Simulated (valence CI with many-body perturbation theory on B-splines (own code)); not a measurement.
## Bi LII: electric-dipole lines

Calculated by valence CI with perturbative core correlation (CI+MBPT): four valence electrons over a frozen Dirac-Fock core [Ar] 3d10, radial functions for each j: 11 s, 11 p, 9 d, 7 f, 5 g, 2 h, 1 i, with the one-electron correlation potential Σ1 (screened to all orders), the two-electron term Σ2, the three-electron term Σ3, Breit, model QED; selected single and double excitations, second order for the rest (own B-spline code, finite nucleus).

No measured spectrum was set against this ion. As an estimate, large intervals hold to a few tenths of a per cent, small ones and those within an open d or f shell to about a per cent.

Lines 51 to 100 of 238 in falling wavelength, among levels below 741.97 eV, chosen from the strongest by gf and those to the six lowest levels. Wavelengths and rates use the calculated energies. Electric multipoles are in the length gauge, E1 and E2 with the static RPA response of the core. Weak lines are less certain than strong ones. Lines between different terms over intervals too small for the method are left out, as are lines whose strength nearly cancels. Where a level lies close to another of its J and parity, the split of strength between their lines is uncertain. The highest levels of a list are the least certain.

Levels are named by their leading jj configuration (3d3/2^4 stands for four electrons in 3d with j = 3/2), which in mixed levels can hold well under half, so a name can repeat and another be missing. Letters in brackets count levels of one name in rising energy.

```tsv
λ vac (Å)	Upper	Lower	A (s⁻¹)	S (a.u.) with core polarisation	S without
90.74	(4s 4p1/2 4p3/2 4d5/2) J=3 [c]	(4s^2 4p3/2 4d5/2) J=4	3.23e+10	8.33e-02	8.81e-02
90.54	(4s 4p1/2 4p3/2^2) J=1 [b]	(4s^2 4p3/2^2) J=2	2.46e+10	2.71e-02	2.86e-02
90.31	(4p1/2^2 4p3/2^2) J=2	(4s 4p1/2 4p3/2^2) J=3	7.35e+10	1.34e-01	1.41e-01
90.18	(4s 4p1/2^2 4p3/2) J=1	(4s^2 4p1/2 4p3/2) J=1	1.48e+10	1.61e-02	1.70e-02
89.83	(4s 4p1/2 4p3/2 4d5/2) J=4 [c]	(4s^2 4p3/2 4d5/2) J=4	1.54e+10	4.97e-02	5.26e-02
88.97	(4s 4p1/2 4p3/2 4d3/2) J=2 [d]	(4s^2 4p3/2 4d3/2) J=3	3.17e+10	5.50e-02	5.82e-02
84.08	(4p1/2^2 4p3/2^2) J=2	(4s 4p1/2 4p3/2^2) J=2 [a]	2.17e+10	3.19e-02	3.37e-02
73.23	(4s 4p1/2^2 4d3/2) J=1	(4s 4p1/2^2 4p3/2) J=1	3.26e+10	1.89e-02	1.99e-02
72.66	(4s 4p1/2 4p3/2 4d3/2) J=2 [a]	(4s 4p1/2 4p3/2^2) J=3	2.29e+10	2.16e-02	2.28e-02
71.37	(4s 4p1/2^2 4d3/2) J=2	(4s 4p1/2^2 4p3/2) J=1	2.70e+09	2.42e-03	2.56e-03
71.10	(4s 4p1/2 4p3/2 4d3/2) J=2 [b]	(4s 4p1/2 4p3/2^2) J=2 [b]	2.37e+10	2.10e-02	2.21e-02
68.84	(4s^2 4p1/2 4d3/2) J=2	(4s^2 4p1/2 4p3/2) J=2	2.36e+10	1.90e-02	2.00e-02
66.96	(4s^2 4p1/2 4d3/2) J=2	(4s^2 4p1/2 4p3/2) J=1	1.78e+09	1.32e-03	1.38e-03
66.46	(4s 4p1/2^2 4d3/2) J=1	(4s 4p1/2^2 4p3/2) J=2	1.00e+10	4.35e-03	4.58e-03
64.92	(4s 4p1/2^2 4d3/2) J=2	(4s 4p1/2^2 4p3/2) J=2	3.98e+10	2.69e-02	2.82e-02
63.53	(4s^2 4p3/2 4d3/2) J=2	(4s^2 4p3/2^2) J=2	5.65e+09	3.58e-03	3.73e-03
62.85	(4s^2 4p3/2 4d3/2) J=1	(4s^2 4p3/2^2) J=2	1.68e+10	6.17e-03	6.45e-03
62.79	(4s^2 4p3/2 4d3/2) J=3	(4s^2 4p3/2^2) J=2	1.72e+06	1.47e-06	1.39e-06
61.31	(4s^2 4p1/2 4d3/2) J=1	(4s^2 4p1/2 4p3/2) J=2	4.90e+07	1.67e-05	1.92e-05
60.05	(4s 4p1/2^2 4f5/2) J=3	(4s 4p1/2^2 4d5/2) J=3	1.90e+10	1.42e-02	1.49e-02
59.81	(4s^2 4p1/2 4d3/2) J=1	(4s^2 4p1/2 4p3/2) J=1	1.80e+10	5.70e-03	5.97e-03
58.64	(4s 4p1/2 4p3/2 4d5/2) J=1 [a]	(4s 4p1/2 4p3/2^2) J=1 [b]	5.30e+10	1.58e-02	1.66e-02
57.63	(4s^2 4p1/2 4f7/2) J=3	(4s^2 4p1/2 4d5/2) J=3	2.07e+10	1.37e-02	1.43e-02
57.58	(4s^2 4p1/2 4f7/2) J=4	(4s^2 4p1/2 4d5/2) J=3	2.06e+11	1.74e-01	1.82e-01
57.43	(4s 4p1/2 4p3/2 4d5/2) J=2 [b]	(4s 4p1/2 4p3/2^2) J=2 [b]	1.07e+11	5.02e-02	5.27e-02
57.33	(4s^2 4p1/2 4f7/2) J=3	(4s^2 4p1/2 4d5/2) J=2	2.49e+11	1.62e-01	1.69e-01
56.87	(4s 4p1/2 4p3/2 4d5/2) J=2 [b]	(4s 4p1/2 4p3/2^2) J=1 [a]	3.54e+10	1.61e-02	1.68e-02
55.69	(4s 4p1/2 4p3/2 4d5/2) J=1 [b]	(4s 4p1/2 4p3/2^2) J=1 [b]	7.38e+10	1.89e-02	1.98e-02
55.36	(4s 4p1/2 4p3/2 4d5/2) J=1 [a]	(4s 4p1/2 4p3/2^2) J=0	1.08e+11	2.72e-02	2.85e-02
55.35	(4s 4p1/2^2 4d5/2) J=2	(4s 4p1/2^2 4p3/2) J=1	3.02e+11	1.26e-01	1.33e-01
55.26	(4s 4p1/2 4p3/2 4d5/2) J=1 [b]	(4s 4p1/2 4p3/2^2) J=2 [b]	6.85e+10	1.71e-02	1.80e-02
55.03	(4s 4p1/2 4p3/2 4d5/2) J=3 [a]	(4s 4p1/2 4p3/2^2) J=3	1.05e+11	6.06e-02	6.36e-02
54.88	(4s^2 4p3/2 4d5/2) J=2	(4s^2 4p3/2^2) J=2	2.59e+11	1.06e-01	1.11e-01
54.32	(4s^2 4p1/2 4d5/2) J=2	(4s^2 4p1/2 4p3/2) J=2	6.19e+10	2.45e-02	2.57e-02
54.26	(4s 4p1/2 4p3/2 4d5/2) J=2 [a]	(4s 4p1/2 4p3/2^2) J=2 [a]	1.91e+11	7.53e-02	7.91e-02
54.09	(4s 4p1/2 4p3/2 4d3/2) J=2 [d]	(4s 4p1/2 4p3/2^2) J=2 [a]	9.35e+10	3.65e-02	3.83e-02
54.06	(4s^2 4p1/2 4d5/2) J=3	(4s^2 4p1/2 4p3/2) J=2	3.70e+11	2.02e-01	2.12e-01
53.99	(4s 4p1/2 4p3/2 4d5/2) J=1 [c]	(4s 4p1/2 4p3/2^2) J=1 [b]	6.17e+10	1.44e-02	1.51e-02
53.76	(4s 4p1/2 4p3/2 4d5/2) J=0	(4s 4p1/2 4p3/2^2) J=1 [b]	5.21e+11	3.99e-02	4.20e-02
53.73	(4s 4p1/2 4p3/2 4d5/2) J=3 [b]	(4s 4p1/2 4p3/2^2) J=3	2.07e+11	1.11e-01	1.16e-01
53.67	(4s 4p1/2 4p3/2 4d5/2) J=2 [c]	(4s 4p1/2 4p3/2^2) J=1 [b]	7.15e+10	2.73e-02	2.86e-02
53.45	(4s 4p1/2^2 4d5/2) J=3	(4s 4p1/2^2 4p3/2) J=2	3.88e+11	2.05e-01	2.15e-01
53.27	(4s 4p1/2 4p3/2 4d5/2) J=2 [c]	(4s 4p1/2 4p3/2^2) J=2 [b]	1.02e+11	3.80e-02	3.99e-02
53.15	(4s 4p1/2 4p3/2 4d5/2) J=4 [b]	(4s 4p1/2 4p3/2^2) J=3	2.77e+11	1.85e-01	1.94e-01
53.15	(4s^2 4p1/2 4d5/2) J=2	(4s^2 4p1/2 4p3/2) J=1	4.46e+11	1.65e-01	1.74e-01
53.14	(4s 4p1/2 4p3/2 4d5/2) J=2 [b]	(4s 4p1/2 4p3/2^2) J=3	1.24e+11	4.59e-02	4.83e-02
53.11	(4s 4p1/2 4p3/2 4d5/2) J=1 [c]	(4s 4p1/2 4p3/2^2) J=1 [a]	5.19e+11	1.15e-01	1.21e-01
53.00	(4s^2 4p1/2 4f5/2) J=2	(4s^2 4p1/2 4d3/2) J=1	1.64e+11	6.02e-02	6.29e-02
52.92	(4s^2 4p3/2 4d5/2) J=1	(4s^2 4p3/2^2) J=0	5.57e+11	1.22e-01	1.28e-01
52.90	(4s 4p1/2 4p3/2 4d5/2) J=3 [d]	(4s 4p1/2 4p3/2^2) J=2 [b]	7.52e+11	3.85e-01	4.04e-01
```
